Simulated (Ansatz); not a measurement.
In(Cl)2(OMe) (CH3Cl2InO), SMILES C[O][In]([Cl])[Cl].

The structure is a stationary point at r2SCAN-D4/def2-SVP. The structure was generated by enumeration; whether it is a known compound was not checked. The def2 effective core potentials stand for the cores of In; spin–orbit coupling is left out. The values are those of a single conformer.

Two levels are set side by side: PBE/def2-SVPD (Ansatz, a first-principles code) and CAM-B3LYP/def2-SVPD (Ansatz). Energy differences of separate SCF runs at the same geometry; the states with an electron removed or added have multiplicity 2 and 2. Differences are taken from unrounded values.

```json
[
 {"quantity": "vertical ionisation energy (eV)", "CAM-B3LYP": "10.44"},
 {"quantity": "vertical electron affinity (eV)", "CAM-B3LYP": "1.30"},
 {"quantity": "vertical singlet–triplet gap (eV)", "CAM-B3LYP": "4.05"}
]
```

Task: What does PBE give, and how far is it from CAM-B3LYP? (The exact figures need the calculation; the answer reports its results.)

Result: 
```tsv
quantity	PBE	PBE minus CAM-B3LYP
vertical ionisation energy (eV)	9.92	-0.52
vertical electron affinity (eV)	1.33	0.03
vertical singlet–triplet gap (eV)	3.53	-0.52
```
